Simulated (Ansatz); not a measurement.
Species: MoH, charge 0, multiplicity 6. SMILES: [MoH]
Geometry: optimised at B3LYP-D3(BJ)/def2-TZVP (Ansatz, a first-principles code).

Property: size of the dipole moment, in D. Set-up: UHF or UKS for open shells; def2 sets with scalar-relativistic core potentials past Kr; six Cartesian d functions in 6-31G* and its kin unless marked 5d; LANL2DZ with its own core potentials from Na on; no spin-orbit coupling; STO-3G and 3-21G all-electron and non-relativistic. First-principles rows: single points at B3LYP-D3(BJ) geometries (Ansatz). The spin state of an ion or metal species was assumed, not searched.

| level | program | size of the dipole moment (D) |
|---|---|---|
| PBE/STO-3G | Ansatz | 2.33 |
| PBE/3-21G | Ansatz | 2.59 |
| PBE/LANL2DZ | Ansatz | 2.41 |
| PBE/def2-SVP | Ansatz | 2.26 |
| PBE/6-31G* with LANL2DZ past Ar | Ansatz | 2.46 |

No value to compare with is used here. The 5 habitual levels span 2.26 (PBE/def2-SVP) to 2.59 D (PBE/3-21G).

The sets are all those run for this method; left out are runs that failed, that the program found above a lower state of the same kind, or whose <S^2> lies over 0.5 above the pure value.
